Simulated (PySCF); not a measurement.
Adding and removing an electron: SiPb

UHF; Si def2-SVPD, Pb def2-SVPD with ECP60; scalar-relativistic core potentials (PySCF 2.14). Neutral (UHF): triplet (π ↑↑), Re = 2.555 Å, ωe = 357 cm⁻¹, De = 0.93 eV, HOMO -7.02 eV, LUMO -0.04 eV.

SiPb⁺ (UHF): quartet (σ ↑, π ↑↑), Re = 2.622 Å, ωe = 301 cm⁻¹. The energies at the minima are -480.62184 hartree for SiPb and -480.39256 for SiPb⁺.

Problem. Work out the adiabatic ionisation energy, without and with harmonic zero-point energies (1 hartree = 27.2114 eV, 1 eV = 8065.5 cm⁻¹), and the change of the bond length.

Solution. At UHF: 0.22928 hartree = 6.239 eV between the minima; the zero-point term (301.0 − 357.0)/2 cm⁻¹ = -0.003 eV makes it 6.236 eV. Re changes by +6.7 pm against the neutral. The electron leaves a σ orbital, and the longer bond of the ion fits a bonding orbital, or a change in how ionic the bond is.

These are scalar-relativistic numbers at best; spin–orbit coupling would shift them, the dissociation energy most. Hartree–Fock leaves out correlation, which carries a large part of most bond energies and some tenths to 1 eV of ionisation energies. States were picked by a PBE0 search and need not be the measured ground states.
